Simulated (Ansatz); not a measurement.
`N[SiH2][Si](N)(O)O` and `N[Si](O)(O)[TeH]` differ in one atom or group.

Ansatz, PBE0-D4/def2-TZVP geometries, multiplicity 1. Each molecule was computed in one conformer, which needn't be the lowest.

Elements past krypton have def2 core potentials.

```csv
property,`N[SiH2][Si](N)(O)O`
LUMO energy (PBE/def2-TZVPP) / eV,-0.61
LUMO energy (PBE0/def2-TZVPP) / eV,0.24
HOMO–LUMO gap (PBE0/def2-TZVPP) / eV,7.22
size of the dipole moment (ωB97M-V/def2-TZVPP) / D,2.47
LUMO energy (B3LYP/def2-TZVPP) / eV,0.00
HOMO energy (B3LYP/def2-TZVPP) / eV,-6.78
```

Problem. Give the same properties after the change, and the shifts. (An estimate is asked.)

Solution. Computed: 
```json
{"property": "LUMO energy (PBE/def2-TZVPP) / eV", "`N[Si](O)(O)[TeH]`": "-1.00", "shift": "-0.39"}
{"property": "LUMO energy (PBE0/def2-TZVPP) / eV", "`N[Si](O)(O)[TeH]`": "-0.18", "shift": "-0.42"}
{"property": "HOMO–LUMO gap (PBE0/def2-TZVPP) / eV", "`N[Si](O)(O)[TeH]`": "6.14", "shift": "-1.08"}
{"property": "size of the dipole moment (ωB97M-V/def2-TZVPP) / D", "`N[Si](O)(O)[TeH]`": "1.63", "shift": "-0.84"}
{"property": "LUMO energy (B3LYP/def2-TZVPP) / eV", "`N[Si](O)(O)[TeH]`": "-0.43", "shift": "-0.43"}
{"property": "HOMO energy (B3LYP/def2-TZVPP) / eV", "`N[Si](O)(O)[TeH]`": "-6.10", "shift": "0.68"}
```

With PBE0 the HOMO rises by 0.66 eV and the LUMO falls by 0.42 eV, so the gap narrows by about 1.08 eV. PBE moves the HOMO by 0.39 eV and ωB97M-V by 0.78 eV. Dipoles are sizes alone; their direction can turn.

B3LYP here is the variant with VWN-RPA as its local correlation; programs differ in this.

Spin–orbit coupling is left out; it splits and shifts lone-pair levels of the heavy atoms by tenths of an eV.
